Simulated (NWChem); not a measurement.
System: C5H5N; SMILES C#C/C=N/C=C

```xyz
11

C      0.3314     3.0914     0.0000
C     -0.0231     1.9339     0.0000
C     -0.5134     0.5964     0.0000
N      0.2743    -0.4222     0.0000
C     -0.3184    -1.6837     0.0000
C      0.4268    -2.7973     0.0000
H      0.6711     4.1024     0.0000
H     -1.6088     0.4864     0.0000
H     -1.4135    -1.7422     0.0000
H     -0.0312    -3.7808     0.0000
H      1.5105    -2.7347     0.0000
```
Atoms are numbered in this order, from 1.

Level: B3LYP/6-31G* (spherical d) (NWChem), optimised geometry, unscaled harmonic frequencies. B3LYP is NWChem's, with the RPA form of VWN correlation.

| frequency (cm⁻¹) | IR intensity (km/mol) |
|---|---|
| 143 | 11.3 |
| 145 | 2.8 |
| 193 | 0.0 |
| 329 | 0.6 |
| 461 | 2.0 |
| 491 | 1.6 |
| 598 | 0.6 |
| 621 | 44.4 |
| 640 | 45.1 |
| 734 | 0.4 |
| 936 | 40.0 |
| 966 | 0.0 |
| 976 | 8.0 |
| 1017 | 16.7 |
| 1056 | 20.7 |
| 1207 | 21.7 |
| 1344 | 6.0 |
| 1391 | 21.8 |
| 1459 | 1.1 |
| 1648 | 38.9 |
| 1708 | 1.4 |
| 2222 | 13.0 |
| 3027 | 42.0 |
| 3078 | 53.5 |
| 3185 | 3.3 |
| 3276 | 6.6 |
| 3495 | 71.3 |

```yaml
zero_point_energy: 51.9 kcal/mol
thermal correction to the enthalpy at 298.15 K (with zero-point energy): 56.5 kcal/mol
heat capacity Cv: 22.1 cal/(mol K)
entropy at 298.15 K and 1 atm (symmetry number 1): 77.5 cal/(mol K)
dipole_moment: 1.29 D
```

Rigid rotor and harmonic oscillator.
